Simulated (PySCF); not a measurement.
Run record: EPR job, `[H]/[C]=C/B(Cl)Cl` [radical].

Method: UKS B3LYP, IGLO-III on B C Cl, pcH-1 on H, non-relativistic, mean-field spin-orbit, GIAO (PySCF 2.14.0). Geometry: PBE0-D3(BJ)/def2-SVP. The input is one job of a driver script: a line of settings, then coordinates in Å.

Input:
```
{"job": {"kind": "epr"}, "charge": 0, "multiplicity": 2}
C      1.369988    -0.458036    -0.425914
C      0.433961     0.260858     0.166884
B     -1.078503    -0.036165     0.016315
Cl    -1.666709    -1.357053    -0.970570
Cl    -2.245365     0.970571     0.854522
H      2.458972    -0.483585    -0.496958
H      0.734316     1.113209     0.801571
```

Output:
```
UKS, coarse grid
  cycle   1  E = -1022.70888580  |g| = 2.81e-01
  cycle   2  E = -1022.70416848  |g| = 2.82e-01
  cycle   3  E = -1022.74150229  |g| = 6.82e-02
  cycle   4  E = -1022.74300736  |g| = 3.86e-02
  cycle   5  E = -1022.74377729  |g| = 1.11e-02
  cycle   6  E = -1022.74385805  |g| = 5.12e-03
  cycle   7  E = -1022.74388807  |g| = 1.90e-03
  cycle   8  E = -1022.74389599  |g| = 1.36e-03
  cycle   9  E = -1022.74390186  |g| = 3.62e-04
UKS, final grid
  cycle   1  E = -1022.74392105  |g| = 2.54e-04
  cycle   2  E = -1022.74392118  |g| = 2.41e-04
  cycle   3  E = -1022.74392123  |g| = 1.23e-04
  cycle   4  E = -1022.74392128  |g| = 1.26e-04
  cycle   5  E = -1022.74392130  |g| = 2.34e-05
  cycle   6  E = -1022.74392130  |g| = 6.40e-06
E = -1022.74392130 Eh   <S^2> = 0.7612 (exact 0.7500)
g shifts (ppm)      1          2          3
  rmc          -146       -146       -146
  gc             28          8          8
  oz_so        -998       -417       2119
  total       -1115       -554       1982
hyperfine (MHz)  atom isotope    a_iso     a_fc   dipolar eigenvalues
    0   13C     329.57     329.76    -82.29    -58.01    140.30
    1   13C      -0.32      -0.34    -18.37      3.04     15.32
    2   11B      69.49      69.52     -4.18     -2.12      6.30
    3  35Cl       0.33       0.34     -2.71     -0.45      3.15
    4  35Cl      -0.85      -0.83     -2.08      0.57      1.50
    5    1H      57.96      57.96    -31.86     -8.34     40.20
    6    1H     186.28     186.28     -5.02     -2.15      7.18
```

rmc, gc and oz_so are the mass-correction, gauge-correction and orbital-Zeeman/spin–orbit parts of the g shift along its three principal axes; a_iso is the isotropic hyperfine coupling and a_fc its Fermi-contact part. The program numbers atoms from 0.

How far is ⟨S²⟩ from the pure-spin value?

S = 0.5 gives S(S+1) = 0.75; the run has 0.7612, 0.0112 more.

In short: ⟨S²⟩ 0.761; g_iso 2.0024.

Geometry: PBE0-D3(BJ)/def2-SVP; no solvent, vibrations or thermal averaging.

The run took 32 s on one thread of an Arm Neoverse V2 (shared host).
Labels such as C1 count atoms from 1, the log's own numbers from 0.
